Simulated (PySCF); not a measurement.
**Cost of excited-state runs on `InChI=1S/C6H4F3N/c7-6(8,9)5-3-1-2-4-10-5/h1-4H`**

Cartesian coordinates in Å; atom numbers follow the order of the lines, from 1:
```xyz
14

F     2.6094   -0.7498   -1.2053
C     2.1909   -0.0726   -0.1389
F     2.6583    1.1773   -0.2434
F     2.7498   -0.6225    0.9369
C     0.6798   -0.0860   -0.0408
C    -0.0532    1.0983   -0.0316
C    -1.4406    1.0014    0.0584
C    -2.0203   -0.2603    0.1341
C    -1.1839   -1.3791    0.1180
N     0.1373   -1.2959    0.0324
H     0.4510    2.0629   -0.0939
H    -2.0583    1.9025    0.0684
H    -3.1030   -0.3832    0.2044
H    -1.6073   -2.3880    0.1764
```

PySCF with density fitting, on 1 thread of an Arm Neoverse V1, shared host. Command: `OMP_NUM_THREADS=1 python excited_run.py task.json out`

(1) How long does each of these runs take, and how much memory?
- first hyperpolarisability, CAM-B3LYP/aug-cc-pVDZ; usual settings
- excited states, wB97X-D/aug-cc-pVDZ; Tamm-Dancoff; spin-orbit couplings; 6 states; 5 triplets; quadratic response for 4 states
- excited states, CAM-B3LYP/aug-cc-pVDZ; two-photon moments; 8 states; quadratic response for 6 states; 0 triplets

Answers

(1) 
```
                      run                  level  basis functions  wall time  peak memory (GiB)
first hyperpolarisability  CAM-B3LYP/aug-cc-pVDZ              266       67 s                1.1
           excited states    wB97X-D/aug-cc-pVDZ              266       68 s                1.1
           excited states  CAM-B3LYP/aug-cc-pVDZ              266       95 s                1.1
```
Times from a shared host are rough.
